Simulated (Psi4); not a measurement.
H4Si2, singlet, geometry from GFN2-xTB; MP2/6-31G* run with Psi4 1.11.

The Psi4 input:
```
memory 2 GB

molecule mol {
0 1
Si   -0.288906    0.946481    0.771451
H     0.382608    2.122327    0.129654
Si    0.207329   -0.807678   -0.597427
H     0.996315   -0.861303   -1.840963
H    -1.091687   -1.388386   -0.989240
H     0.854851   -1.815878    0.264216
}

set {
  basis 6-31g*
  reference rhf
  freeze_core true
}

energy('mp2')
print_variables()
```

Output, abridged:

```
    SCF Algorithm Type (re)set to DF.

   => Loading Basis Set <=

    Name: 6-31G*
    Role: ORBITAL
    Keyword: BASIS

         ---------------------------------------------------------
                                   SCF
               by Justin Turney, Rob Parrish, Andy Simmonett
                          and Daniel G. A. Smith
                              RHF Reference
         ---------------------------------------------------------

  ==> Geometry <==

    Molecular point group: c1
    Full point group: C1

    Geometry (in Angstrom), charge = 0, multiplicity = 1:

       Center              X                  Y                   Z               Mass
    ------------   -----------------  -----------------  -----------------  -----------------
         SI          -0.270047168972     0.914392469496     0.731220057002    27.976926534650
         H            0.401466831028     2.090238469496     0.089423057002     1.007825032230
         SI           0.226187831028    -0.839766530504    -0.637657942998    27.976926534650
         H            1.015173831028    -0.893391530504    -1.881193942998     1.007825032230
         H           -1.072828168972    -1.420474530504    -1.029470942998     1.007825032230
         H            0.873709831028    -1.847966530504     0.223985057002     1.007825032230

  Running in c1 symmetry.

  Rotational constants: A =      2.28891  B =      0.19407  C =      0.19018 [cm^-1]
  Rotational constants: A =  68619.85291  B =   5818.16610  C =   5701.42162 [MHz]
  Nuclear repulsion =   76.098871857335183

  Charge       = 0
  Multiplicity = 1
  Electrons    = 32
  Nalpha       = 16
  Nbeta        = 16

  ==> Algorithm <==

  SCF Algorithm Type is DF.
  DIIS enabled.
  MOM disabled.
  Fractional occupation disabled.
  Guess Type is SAD.
  Energy threshold   = 1.00e-08
  Density threshold  = 1.00e-08
  Integral threshold = 1.00e-12

  ==> Primary Basis <==

  Basis Set: 6-31G*
    Blend: 6-31G*
    Number of shells: 24
    Number of basis functions: 46
    Number of Cartesian functions: 46
    Spherical Harmonics?: false
    Max angular momentum: 2

   => Loading Basis Set <=

    Name: (6-31G* AUX)
    Role: JKFIT
    Keyword: DF_BASIS_SCF

  ==> Integral Setup <==

  SCF_SUBTYPE=INCORE selected. In-core MEM_DF algorithm will be used.
  Using in-core AOs.

  ==> MemDFJK: Density-Fitted J/K Matrices <==

    J tasked:                   Yes
    K tasked:                   Yes
    wK tasked:                   No
    Algorithm:                 Core
    Schwarz Cutoff:           1E-12
    Mask sparsity (%):       0.0945
    Fitting Condition:        1E-10

   => Auxiliary Basis Set <=

  Basis Set: (6-31G* AUX)
    Blend: CC-PVDZ-JKFIT
    Number of shells: 108
    Number of basis functions: 360
    Number of Cartesian functions: 360
    Spherical Harmonics?: false
    Max angular momentum: 3

  Minimum eigenvalue in the overlap matrix is 7.2853162909E-03.
  Reciprocal condition number of the overlap matrix is 1.3294572416E-03.
    Using symmetric orthogonalization.

  ==> Pre-Iterations <==

  SCF Guess: Superposition of Atomic Densities via on-the-fly atomic UHF (no occupation information).

   -------------------------
    Irrep   Nso     Nmo
   -------------------------
     A         46      46
   -------------------------
    Total      46      46
   -------------------------

  ==> Iterations <==

                           Total Energy        Delta E     RMS |[F,P]|

   @DF-RHF iter SAD:  -579.37804170765548   -5.79378e+02   0.00000e+00
   @DF-RHF iter   1:  -580.04257966382340   -6.64538e-01   2.91749e-03 ADIIS/DIIS
   @DF-RHF iter   2:  -580.06854562002320   -2.59660e-02   9.42011e-04 ADIIS/DIIS
   @DF-RHF iter   3:  -580.07190804297727   -3.36242e-03   2.90207e-04 ADIIS/DIIS
   @DF-RHF iter   4:  -580.07232048519325   -4.12442e-04   5.34030e-05 DIIS
   @DF-RHF iter   5:  -580.07233411792697   -1.36327e-05   1.03442e-05 DIIS
[...]
  Energy and wave function converged.

  ==> Post-Iterations <==

    Orbital Energies [Eh]
    ---------------------

    Doubly Occupied:

[...]
      16A     -0.318680

    Virtual:

[...]
    Final Occupation by Irrep:
              A
    DOCC [    16 ]
    NA   [    16 ]
    NB   [    16 ]

  @DF-RHF Final Energy:  -580.07233469469338

   => Energetics <=

    Nuclear Repulsion Energy =             76.0988718573351832
    One-Electron Energy =                -955.7659671636237135
    Two-Electron Energy =                 299.5947606115951203
    Total Energy =                       -580.0723346946933816

Computation Completed

Properties will be evaluated at   0.000000,   0.000000,   0.000000 [a0]

Properties computed using the SCF density matrix

 Multipole Moments:

 ------------------------------------------------------------------------------------
     Multipole            Electronic (a.u.)      Nuclear  (a.u.)        Total (a.u.)
 ------------------------------------------------------------------------------------

 L = 1.  Multiply by 2.5417464519 to convert [e a0] to [Debye]
 Dipole X            :         -0.9567781            1.1404338            0.1836558
 Dipole Y            :          2.2533718           -1.9404293            0.3129425
 Dipole Z            :          2.2543339           -2.4328092           -0.1784752
 Magnitude           :                                                    0.4043709

 ------------------------------------------------------------------------------------

  //>>>>>>>>>>>>>>>>>>>>>>>>>>>>>>>>>>>//
  //               DFMP2               //
  //<<<<<<<<<<<<<<<<<<<<<<<<<<<<<<<<<<<//

   => Loading Basis Set <=

    Name: (6-31G* AUX)
    Role: RIFIT
    Keyword: DF_BASIS_MP2

	 --------------------------------------------------------
	                          DF-MP2
	      2nd-Order Density-Fitted Moller-Plesset Theory

	        Rob Parrish, Justin Turney, Andy Simmonett,
	           Ed Hohenstein, and C. David Sherrill
	 --------------------------------------------------------

   => Auxiliary Basis Set <=

  Basis Set: (6-31G* AUX)
    Blend: CC-PVDZ-RI
    Number of shells: 72
    Number of basis functions: 208
    Number of Cartesian functions: 240
    Spherical Harmonics?: true
    Max angular momentum: 3

	 --------------------------------------------------------
	                 NBF =    46, NAUX =   208
	 --------------------------------------------------------
	   CLASS    FOCC     OCC    AOCC    AVIR     VIR    FVIR
	   PAIRS      10      16       6      30      30       0
	 --------------------------------------------------------

	-----------------------------------------------------------
	 ==================> DF-MP2 Energies <====================
	-----------------------------------------------------------
	 Reference Energy          =    -580.0723346946933816 [Eh]
	 Singles Energy            =      -0.0000000000000000 [Eh]
	 Same-Spin Energy          =      -0.0217964824690247 [Eh]
	 Opposite-Spin Energy      =      -0.1244749832717469 [Eh]
	 Correlation Energy        =      -0.1462714657407716 [Eh]
	 Total Energy              =    -580.2186061604342058 [Eh]
	-----------------------------------------------------------
	 ================> DF-SCS-MP2 Energies <==================
	-----------------------------------------------------------
	 SCS Same-Spin Scale       =       0.3333333333333333 [-]
	 SCS Opposite-Spin Scale   =       1.2000000000000000 [-]
	 SCS Same-Spin Energy      =      -0.0072654941563416 [Eh]
	 SCS Opposite-Spin Energy  =      -0.1493699799260962 [Eh]
	 SCS Correlation Energy    =      -0.1566354740824378 [Eh]
	 SCS Total Energy          =    -580.2289701687758452 [Eh]
	-----------------------------------------------------------

  Variable Map:
  ----------------------------------------------------------------------------
[...]
  Array Variable Map:
  ----------------------------------------------------------------------------
[...]
[...]
```
